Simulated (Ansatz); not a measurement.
Consider the hydrogenolysis of a C–F bond: `F[CH2][GeH2][Br]` + H₂ → `[CH3][GeH2][Br]` + H–F.

Computed with Ansatz on PBE0-D4/def2-TZVP structures; ΔE is electronic, products minus reactants. CBS: MP2 limit from def2 TZ/QZ plus the TZ coupled-cluster correction, frozen cores. This one scheme is used for every species. Functionals use def2-TZVPP. For Br, Ge outer-core shells are correlated without core-valence functions, which leaves a few kJ/mol of doubt a bond. Scalar relativity is left out up to krypton. One conformer a species, not always the lowest.

| level | ΔE (kcal/mol) |
| --- | --- |
| LC-ωPBE | -32.4 |
| MP2/CBS(def2) | -35.7 |

(1) What does CCSD(T)/CBS give? (Estimate.)

Largest T1 diagnostic among the species: 0.010.

Results:

(1) The calculation gave: -33.8 kcal/mol. The listed levels differ from it by 1.4, -1.9 kcal/mol.

At CCSD(T), def2-SVP lies +3.3 kcal/mol from the extrapolated value and def2-TZVPP +0.6 kcal/mol. From BLYP to BHLYP (50 % exact exchange), in def2-TZVPP and without D4, ΔE moves by −3.8 kcal/mol. Leaving LDA and LC-ωPBE aside and taking each functional with its dispersion term where it has one, the values, not all of them listed here, spread over 6.4 kcal/mol, from PBE-QIDH to BLYP-D4.
